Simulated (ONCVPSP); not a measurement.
# What one change does to a pseudopotential (phosphorus (P), ONCV)

* Element: phosphorus
* Generator: ONCVPSP 4.0.1
* Type: optimised norm-conserving Vanderbilt (ONCV)
* Functional: PBE
* Relativity: scalar-relativistic
* Frozen core: [Ne]
* Valence charge: 5
* Reference configuration: 3s2 3p3
* Partial waves: 3s: rc 1.35 bohr, ncon 4, nbas 8, qcut 4.1 1/bohr, 2 projectors, debl 3.5 Ha; 3p: rc 1.25 bohr, ncon 3, nbas 6, qcut 6.7 1/bohr, 3 projectors, debl 0.8 Ha; d scattering state at 0.16 Ha: rc 1.40 bohr, ncon 4, nbas 9, qcut 6.2 1/bohr, 2 projectors, debl 2 Ha
* Local potential: polynomial inside 0.90 bohr (lpopt 5, dvloc0 0 Ha)
* Core correction: Teter function fitted to the true core (icmod 2), fcfact 0.4

All-electron outer shells of the reference configuration (PBE, scalar-relativistic, ld1.x):

| shell | level (eV) | outermost node (bohr) | outermost maximum (bohr) |
| --- | --- | --- | --- |
| 2s | -173.99 | 0.14 | 0.42 |
| 2p | -124.49 | – | 0.36 |
| 3s | -13.97 | 0.65 | 1.58 |
| 3p | -5.51 | 0.64 | 1.83 |

Change: p: nproj 1.

Cutoffs: the cutoffs (Ha) at which the residual kinetic energy of the hardest occupied pseudo-wave falls to 1 and 0.1 mHa per electron; they do not see the model core or the augmentation charge, which bear on the density cutoff. Errors are all-electron minus pseudo energies relative to the spin-unpolarised reference configuration.

Question: Predict the effect on cutoff, ghosts and configuration errors.

Answer: The potential gets neither clearly harder nor softer (17 Ha and 69 Ha → 17 Ha and 69 Ha); the bound ghost in p disappears; of the 4 tests that both files solve, the error grows in 1 and shrinks in 1 by more than 15 % and 0.3 meV (median size 3.3 → 8.7 meV); the range in which the p phases agree narrows (upper end at the end of the scan → 0.6).

```tsv
quantity	base	changed
cutoff, loose	17 Ha	17 Ha
cutoff, tight	69 Ha	69 Ha
bound ghosts	p	none
GHOST(+) flags under 300 eV	s at 118.8 eV	s at 118.8 eV
error for 3s2 3p2, meV [ΔE 9.73 eV]	-1.4	+1.5
error for 3s2 3p1, meV [ΔE 28.88 eV]	+5.3	+16
error for 3s2 3p0, meV [ΔE 58.62 eV]	+46	+48
error for 3s2 3p2.5, meV [ΔE 3.77 eV]	-0.9	-0.2
s: phases at 1.37 bohr within 0.05 rad from the reference energy up to (Ha; the scan ends near 5)	4.3	4.3
p: phases at 1.27 bohr within 0.05 rad from the reference energy up to (Ha; the scan ends near 5)	to the end of the scan	0.6
d: phases at 1.42 bohr within 0.05 rad from the reference energy up to (Ha; the scan ends near 5)	to the end of the scan	to the end of the scan
rms error of d²Exc/dni dnj with the model core, mHa	0.86	0.86
```

 A true bound ghost makes a file unfit for plane-wave use even where its test errors are small: the radial tests pick states by their node count and pass the ghost by.
